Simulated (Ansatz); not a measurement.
Ansatz (a quantum-chemistry and plane-wave program) input (B3LYP-D3(BJ)/def2-TZVP):

Ansatz 0.2 input:
```yaml
crystal:
  periodic: [false, false, false]
  atoms:
    - {symbol: Ga, position_ang: [-0.00000000, -0.00000000, -0.38781025]}
    - {symbol: F, position_ang: [0.00000000, 0.00000000, 1.33579087]}
basis:
  gaussian:
    orbitals: def2-TZVP
hamiltonian:
  xc: b3lyp
  dispersion: d3bj
total_charge: 1
magnetization: {spin_polarized: true, initial_magnetization: 1}
phonons: {temperatures: {t_min: 298.15, t_max: 298.15, t_step: 100}}
```

Output:

```
Functional definition: B3LYP
integrals: 0.02 GiB planned
559 factors; their error is unknown
mean field: 0.26 GiB planned
mean field evaluation 1: about -55068.2122 eV, gradient 8.2e1 eV
mean field evaluation 2: about -54794.5117 eV, gradient 1.8e2 eV
mean field evaluation 4: about -55088.2104 eV, gradient 5.3e0 eV
mean field evaluation 8: about -55088.3208 eV, gradient 6.8e-2 eV
mean field evaluation 16: about -55088.4776 eV, gradient 7.3e-6 eV
mean field -55088.47763816 eV, -2024.4642128909 hartree, gradient 7.3e-6 eV, S^2 0.753325; 0 other end points of the search recorded, 0 dependent functions left out
the calculation of the forces begins
reference -55088.47780427 eV, -2024.4642189956 hartree; 20, 19 occupied and 59, 60 virtual orbitals, 559 factors
these checks for a lower state are left out or cut short: stability, starts, cluster_reference, orbital_swaps, neighbouring_geometries, increment
integrals: 0.02 GiB planned
559 factors; their error is unknown
mean field: 0.26 GiB planned
mean field -55088.47763816 eV, -2024.4642128910 hartree, gradient 1.7e-6 eV, S^2 0.753325; 0 other end points of the search recorded, 0 dependent functions left out
the calculation of the forces begins
reference -55088.47780427 eV, -2024.4642189956 hartree; 20, 19 occupied and 59, 60 virtual orbitals, 559 factors
these checks for a lower state are left out or cut short: stability, starts, cluster_reference, orbital_swaps, neighbouring_geometries, increment
integrals: 0.02 GiB planned
559 factors; their error is unknown
mean field: 0.26 GiB planned
mean field -55088.47763816 eV, -2024.4642128910 hartree, gradient 1.7e-6 eV, S^2 0.753325; 0 other end points of the search recorded, 0 dependent functions left out
the calculation of the forces begins
reference -55088.47780427 eV, -2024.4642189956 hartree; 20, 19 occupied and 59, 60 virtual orbitals, 559 factors
these checks for a lower state are left out or cut short: stability, starts, cluster_reference, orbital_swaps, neighbouring_geometries, increment
integrals: 0.02 GiB planned
559 factors; their error is unknown
mean field: 0.26 GiB planned
mean field evaluation 32: about -55088.3208 eV, gradient 1.0e-1 eV
mean field -55088.47763816 eV, -2024.4642128910 hartree, gradient 1.7e-6 eV, S^2 0.753325; 0 other end points of the search recorded, 0 dependent functions left out
the calculation of the forces begins
reference -55088.47780427 eV, -2024.4642189956 hartree; 20, 19 occupied and 59, 60 virtual orbitals, 559 factors
these checks for a lower state are left out or cut short: stability, starts, cluster_reference, orbital_swaps, neighbouring_geometries, increment
integrals: 0.02 GiB planned
559 factors; their error is unknown
mean field: 0.26 GiB planned
mean field -55088.47763816 eV, -2024.4642128910 hartree, gradient 1.7e-6 eV, S^2 0.753325; 0 other end points of the search recorded, 0 dependent functions left out
the calculation of the forces begins
reference -55088.47780427 eV, -2024.4642189956 hartree; 20, 19 occupied and 59, 60 virtual orbitals, 559 factors
these checks for a lower state are left out or cut short: stability, starts, cluster_reference, orbital_swaps, neighbouring_geometries, increment
integrals: 0.02 GiB planned
559 factors; their error is unknown
mean field: 0.26 GiB planned
mean field -55088.47755845 eV, -2024.4642099618 hartree, gradient 1.4e-6 eV, S^2 0.753283; 0 other end points of the search recorded, 0 dependent functions left out
the calculation of the forces begins
reference -55088.47772456 eV, -2024.4642160662 hartree; 20, 19 occupied and 59, 60 virtual orbitals, 559 factors
these checks for a lower state are left out or cut short: stability, starts, cluster_reference, orbital_swaps, neighbouring_geometries, increment
integrals: 0.02 GiB planned
559 factors; their error is unknown
mean field: 0.26 GiB planned
mean field -55088.47756080 eV, -2024.4642100483 hartree, gradient 2.3e-6 eV, S^2 0.753366; 0 other end points of the search recorded, 0 dependent functions left out
the calculation of the forces begins
reference -55088.47772693 eV, -2024.4642161532 hartree; 20, 19 occupied and 59, 60 virtual orbitals, 559 factors
these checks for a lower state are left out or cut short: stability, starts, cluster_reference, orbital_swaps, neighbouring_geometries, increment
integrals: 0.02 GiB planned
559 factors; their error is unknown
mean field: 0.26 GiB planned
mean field evaluation 64: about -55088.4776 eV, gradient 5.2e-5 eV
mean field -55088.47763816 eV, -2024.4642128910 hartree, gradient 1.7e-6 eV, S^2 0.753325; 0 other end points of the search recorded, 0 dependent functions left out
the calculation of the forces begins
reference -55088.47780427 eV, -2024.4642189956 hartree; 20, 19 occupied and 59, 60 virtual orbitals, 559 factors
these checks for a lower state are left out or cut short: stability, starts, cluster_reference, orbital_swaps, neighbouring_geometries, increment
integrals: 0.02 GiB planned
559 factors; their error is unknown
mean field: 0.26 GiB planned
mean field -55088.47763816 eV, -2024.4642128910 hartree, gradient 1.7e-6 eV, S^2 0.753325; 0 other end points of the search recorded, 0 dependent functions left out
the calculation of the forces begins
reference -55088.47780427 eV, -2024.4642189956 hartree; 20, 19 occupied and 59, 60 virtual orbitals, 559 factors
these checks for a lower state are left out or cut short: stability, starts, cluster_reference, orbital_swaps, neighbouring_geometries, increment
integrals: 0.02 GiB planned
559 factors; their error is unknown
mean field: 0.26 GiB planned
mean field -55088.47763816 eV, -2024.4642128910 hartree, gradient 1.7e-6 eV, S^2 0.753325; 0 other end points of the search recorded, 0 dependent functions left out
the calculation of the forces begins
reference -55088.47780427 eV, -2024.4642189956 hartree; 20, 19 occupied and 59, 60 virtual orbitals, 559 factors
these checks for a lower state are left out or cut short: stability, starts, cluster_reference, orbital_swaps, neighbouring_geometries, increment
integrals: 0.02 GiB planned
559 factors; their error is unknown
mean field: 0.26 GiB planned
mean field -55088.47763816 eV, -2024.4642128910 hartree, gradient 1.7e-6 eV, S^2 0.753325; 0 other end points of the search recorded, 0 dependent functions left out
the calculation of the forces begins
reference -55088.47780427 eV, -2024.4642189956 hartree; 20, 19 occupied and 59, 60 virtual orbitals, 559 factors
these checks for a lower state are left out or cut short: stability, starts, cluster_reference, orbital_swaps, neighbouring_geometries, increment
integrals: 0.02 GiB planned
559 factors; their error is unknown
mean field: 0.26 GiB planned
mean field evaluation 96: about -55088.4776 eV, gradient 2.3e-6 eV
mean field -55088.47756080 eV, -2024.4642100483 hartree, gradient 2.3e-6 eV, S^2 0.753366; 0 other end points of the search recorded, 0 dependent functions left out
the calculation of the forces begins
reference -55088.47772693 eV, -2024.4642161532 hartree; 20, 19 occupied and 59, 60 virtual orbitals, 559 factors
these checks for a lower state are left out or cut short: stability, starts, cluster_reference, orbital_swaps, neighbouring_geometries, increment
integrals: 0.02 GiB planned
559 factors; their error is unknown
mean field: 0.26 GiB planned
mean field -55088.47755845 eV, -2024.4642099618 hartree, gradient 1.4e-6 eV, S^2 0.753283; 0 other end points of the search recorded, 0 dependent functions left out
the calculation of the forces begins
reference -55088.47772456 eV, -2024.4642160662 hartree; 20, 19 occupied and 59, 60 virtual orbitals, 559 factors
Total energy: -55088.50290090 eV, -2024.4651412798 hartree
Atom 0 at    -0.000000    -0.000000    -0.387810 Å, force    -0.000000     0.000000     0.000086 eV/Å
Atom 1 at     0.000000     0.000000     1.335791 Å, force     0.000000    -0.000000    -0.000086 eV/Å
Dipole moment:    -0.000000    -0.000000    -0.768565 e Å
Vibrations: 676.56 cm⁻¹, zero-point energy 0.041941 eV
```
